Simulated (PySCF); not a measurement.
hydrogen bromide (BrH), SMILES Br. Coordinates come from a PBE-D3(BJ)/def2-TZVPD optimisation.

Method: PySCF with PBE-D3(BJ)/def2-TZVPD.

Harmonic wavenumbers (cm⁻¹): 2575. Rotational constants (GHz): 247.3 (linear); symmetry number 1.

Question: Work out the zero-point energy and the ideal-gas rigid-rotor harmonic-oscillator thermochemistry at 298.15 K and 1 atm.

Answer: ZPE = ½ Σ hcν = ½ × 2575 cm⁻¹ = 15.40 kJ/mol. H − E(el) = 24.08 kJ/mol. Entropy in J/(mol K): translation 163.54, rotation 35.12, vibration 0.00, total 198.66. G − E(el) = -35.15 kJ/mol. Cp = 29.11 J/(mol K).
